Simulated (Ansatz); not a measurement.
`[F][Mg][O][SiH3]` + CH₃OH → `C[O][Mg][F]` + `O[SiH3]` at 298.15 K and 1 bar (ligand exchange at a Mg–O bond).

Computed with Ansatz on PBE0-D4/def2-TZVP structures; ΔE is electronic, products minus reactants. CBS: MP2 limit from def2 TZ/QZ plus the TZ coupled-cluster correction, frozen cores. This one scheme is used for every species. For Mg outer-core shells are correlated without core-valence functions, which leaves a few kJ/mol of doubt a bond. One conformer a species, not always the lowest.

| species | CCSD(T)/CBS energy (Eh) | H − E (kJ/mol) | S (J/(mol·K)) |
| --- | --- | --- | --- |
| `[F][Mg][O][SiH3]` | -665.90405 | 101.4 | 327.9 |
| CH₃OH | -115.61712 | 146.3 | 238.2 |
| `C[O][Mg][F]` | -414.81589 | 131.6 | 310.8 |
| `O[SiH3]` | -366.69042 | 113.6 | 257.8 |

H − E and S are ideal-gas, rigid-rotor, harmonic terms from PBE0-D4/def2-TZVP, for one conformer and one mirror image of each species. 1 Eh = 2625.50 kJ/mol, R = 8.31446 J/(mol·K).

Q: By hand: ΔE, ΔH, ΔS and ΔG.

A: ΔE = (-414.81589) + (-366.69042) − (-665.90405) − (-115.61712) = 0.01486 Eh = 39.0 kJ/mol. Δ(H − E) = 131.6 + 113.6 − 101.4 − 146.3 = -2.5, so ΔH = 36.5 kJ/mol. ΔS = 310.8 + 257.8 − 327.9 − 238.2 = 2.5 J/(mol·K). ΔG = 36.5 − 298.15 × (2.5)/1000 = 35.8 kJ/mol.

Q: By hand: the equilibrium constant, and the temperature at which ΔG would vanish if ΔH and ΔS stayed fixed.

A: log₁₀ K = −ΔG/(RT ln 10) = -6.3. ΔG = 0 at ΔH/ΔS = 14600 K, far beyond where these terms or the molecules hold.

The number of gas molecules stays the same, so ΔS is small and ΔH decides. A doubt of 5 kJ/mol in ΔE shifts log₁₀ K by 0.9 here. Other conformers and mirror images would add mixing entropy, several J/(mol·K) or more a flexible species. Modes under 60 cm⁻¹, often nearly free rotors, make the harmonic entropy too high. These are equilibria of isolated gas molecules and say nothing of rates. Largest T1 diagnostic: 0.012 (customary marks: 0.02 for closed shells, 0.045 for open ones).
